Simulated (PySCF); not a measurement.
PySCF input (BP86/def2-SVP):

```python
from pyscf import gto, dft

mol = gto.M(
    atom='''
    F    -1.09387531   -1.24703347    0.00576626
    Ge   -0.00000000   -0.00000000    0.00000000
    F     1.62656133   -0.32365871   -0.03510244
    F    -0.53268602    1.57069217    0.02933618
    ''',
    basis='def2-svp',
    charge=1,
    spin=0,
    verbose=4,
)

mf = dft.RKS(mol, xc='bp86')
mf.grids.level = 3
mf.conv_tol = 1e-9
mf.max_cycle = 100
mf.max_memory = 1500
mf.kernel()
if not mf.converged:
    mf = mf.newton()
    mf.kernel(mf.make_rdm1())
mf.dip_moment()
```

Output:

```
PySCF version 2.14.0

[INPUT] verbose = 4
[INPUT] num. atoms = 4
[INPUT] num. electrons = 58
[INPUT] charge = 1
[INPUT] spin (= nelec alpha-beta = 2S) = 0
[INPUT] symmetry False subgroup None
[INPUT] Mole.unit = angstrom
[INPUT] Symbol           X                Y                Z      unit          X                Y                Z       unit  Magmom
[INPUT]  1 F     -1.093875310000  -1.247033470000   0.005766260000 AA   -2.067124750324  -2.356551726466   0.010896652163 Bohr   0.0
[INPUT]  2 Ge     0.000000000000   0.000000000000   0.000000000000 AA    0.000000000000   0.000000000000   0.000000000000 Bohr   0.0
[INPUT]  3 F      1.626561330000  -0.323658710000  -0.035102440000 AA    3.073755438508  -0.611626319730  -0.066333997904 Bohr   0.0
[INPUT]  4 F     -0.532686020000   1.570692170000   0.029336180000 AA   -1.006630688185   2.968178027299   0.055437345741 Bohr   0.0

nuclear repulsion = 320.37841560678
number of shells = 30
number of NR pGTOs = 146
number of NR cGTOs = 74
basis = def2-svp
ecp = {}

******** <class 'pyscf.dft.rks.RKS'> ********
method = RKS
initial guess = minao
damping factor = 0
level_shift factor = 0
DIIS = <class 'pyscf.scf.diis.CDIIS'>
diis_start_cycle = 1
diis_space = 8
diis_damp = 0
SCF conv_tol = 1e-09
SCF conv_tol_grad = None
SCF max_cycles = 100
direct_scf = True
direct_scf_tol = 1e-13
XC library pyscf.dft.libxc version 7.1.2
    S. Lehtola, C. Steigemann, M. J. T. Oliveira, and M. A. L. Marques,  SoftwareX 7, 1–5 (2018)
XC functionals = bp86
    A. D. Becke,  Phys. Rev. A 38, 3098 (1988)
    J. P. Perdew,  Phys. Rev. B 33, 8822 (1986)
    J. P. Perdew,  Phys. Rev. B 34, 7406–7406 (1986)
radial grids:
    Treutler-Ahlrichs [JCP 102, 346 (1995); DOI:10.1063/1.469408] (M4) radial grids

becke partition: Becke, JCP 88, 2547 (1988); DOI:10.1063/1.454033
pruning grids: <function nwchem_prune>
grids dens level: 3
symmetrized grids: False
atomic radii adjust function: <function treutler_atomic_radii_adjust>
small_rho_cutoff = 0
Set gradient conv threshold to 3.16228e-05
Initial guess from minao.
tot grids = 63432
init E= -2376.11645091506
  HOMO = -0.474594105485093  LUMO = -0.168082514504959  gap/eV = 8.34061
cycle= 1 E= -2375.73908851416  delta_E= 0.377  |g|= 1.18  |ddm|= 2.63
  HOMO = -0.531255059624314  LUMO = -0.42435290201889  gap/eV = 2.90896
cycle= 2 E= -2374.4051813896  delta_E= 1.33  |g|= 3.04  |ddm|= 3.68
  HOMO = -0.66930095290848  LUMO = -0.45791436829881  gap/eV = 5.75212
cycle= 3 E= -2375.98840324202  delta_E= -1.58  |g|= 0.171  |ddm|= 2.58
  HOMO = -0.649745335407261  LUMO = -0.444827557839345  gap/eV = 5.57610
cycle= 4 E= -2375.99038128674  delta_E= -0.00198  |g|= 0.0958  |ddm|= 0.111
  HOMO = -0.655195164751168  LUMO = -0.448930551280044  gap/eV = 5.61275
cycle= 5 E= -2375.99161994714  delta_E= -0.00124  |g|= 0.00861  |ddm|= 0.0453
  HOMO = -0.655788317694906  LUMO = -0.449116468467546  gap/eV = 5.62383
cycle= 6 E= -2375.99163366397  delta_E= -1.37e-05  |g|= 0.00127  |ddm|= 0.0064
  HOMO = -0.655822978881913  LUMO = -0.449061675534446  gap/eV = 5.62626
cycle= 7 E= -2375.99163397576  delta_E= -3.12e-07  |g|= 0.000273  |ddm|= 0.00143
  HOMO = -0.655830095967645  LUMO = -0.449069073280542  gap/eV = 5.62625
cycle= 8 E= -2375.99163398221  delta_E= -6.45e-09  |g|= 0.000196  |ddm|= 0.00032
  HOMO = -0.655836026861452  LUMO = -0.449076162184602  gap/eV = 5.62622
cycle= 9 E= -2375.99163398913  delta_E= -6.92e-09  |g|= 1.37e-05  |ddm|= 0.000141
  HOMO = -0.655835954928544  LUMO = -0.449075117638223  gap/eV = 5.62625
cycle= 10 E= -2375.99163398917  delta_E= -4.27e-11  |g|= 4.59e-07  |ddm|= 1.76e-05
  HOMO = -0.655835870070551  LUMO = -0.449075115200834  gap/eV = 5.62625
Extra cycle  E= -2375.99163398916  delta_E= 1.23e-11  |g|= 1.09e-06  |ddm|= 1.4e-06
converged SCF energy = -2375.99163398916

WARN: System has nonzero charge 1; the dipole moment is origin-dependent.
Location of origin: [0. 0. 0.]

Dipole moment(X, Y, Z, Debye):  0.00000, -0.00002,  0.00000
```

The dipole moment of an ion depends on the origin.
